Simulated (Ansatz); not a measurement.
Geometry optimisation, RKS B3LYP-D4/def2-SVP in Ansatz 0.2.0.

The input (input.yaml):

```yaml
crystal:
  periodic: [false, false, false]
  atoms:
    - { symbol: Ga, position_ang: [-0.158297, 0.0, -0.964204] }
    - { symbol: Cl, position_ang: [1.749924, 0.0, 1.899837] }
    - { symbol: H, position_ang: [2.117436, 0.0, 0.614692] }
    - { symbol: H, position_ang: [-1.751463, 0.0, -0.420125] }
basis:
  gaussian: { orbitals: def2-SVP }
hamiltonian:
  xc: b3lyp
  dispersion: d4
relax:
  f_tol: 0.03
  max_steps: 50
```

Run as:

```bash
$ ansatz run input.yaml --threads 1 --pin off --max-ram 2048MiB --backend cpu --events-out ev --progress --plain --runs-dir out
```

**Question.** Where does it end, and by what steps?

**Answer.** The forces met the threshold. The force dipped under the threshold on the way, but the program's further checks kept it going. After 13 steps the energy has fallen by 0.078 eV; Cl2 moved furthest, 0.65 Å.

```
step  energy less start (eV)  largest force component (eV/Å)  accepted
   0                  0.0000                           1.011       yes
   1                 -0.0104                           0.463       yes
   2                 -0.0216                           0.467       yes
   3                 -0.0338                           0.439       yes
   4                 -0.0092                           1.135        no
   5                 -0.0446                           0.277       yes
   6                 -0.0556                           0.180       yes
   7                 -0.0720                           0.082       yes
   8                 -0.0768                           0.028       yes
   9                 -0.0591                           0.778        no
  10                 -0.0767                           0.065        no
  11                 -0.0779                           0.017       yes
  12                 -0.0781                           0.043       yes
  13                 -0.0782                           0.001       yes
```

```xyz
4
Properties=species:S:1:pos:R:3
Ga -0.256 0.000 -1.163
Cl 1.290 0.000 1.444
H 2.474 0.000 0.926
H -1.550 0.000 -0.077
```

Whether the end is a true minimum wasn't checked by a vibrational analysis.

The run took 17 s on 1 thread of Intel(R) Xeon(R) Platinum 8488C (Sapphire Rapids), with other jobs on the host, peak memory 0.13 GiB.
